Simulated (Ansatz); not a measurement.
Cartesian coordinates (Å):
```xyz
7

O     -0.7312     1.2017     0.0043
B      0.1591     0.1647    -0.0019
O      1.4778     0.4976    -0.0147
O     -0.1770    -1.1699     0.0038
H     -1.6537     0.9491     0.0138
H      2.0393    -0.2798    -0.0181
H     -1.1144    -1.3634     0.0127
```
Charge 0, spin multiplicity 1.

Method: frozen-core CCSD(T)/cc-pVTZ // PBE0-D4/def2-TZVP run with Ansatz (a program for electronic structure).

| Quantity | Result |
|---|---|
| HF energy | -251.29395 Ha |
| MP2 correlation energy | -0.81795 Ha |

Task: Estimate the CCSD correlation energy, the (T) correction, the total energy and the T1 diagnostic.

Result: 
| Item | Value |
|---|---|
| CCSD correlation energy | -0.82671 Ha |
| (T) correction | -0.02906 Ha |
| CCSD(T) total energy | -252.14972 Ha |
| T1 diagnostic | 0.011 |
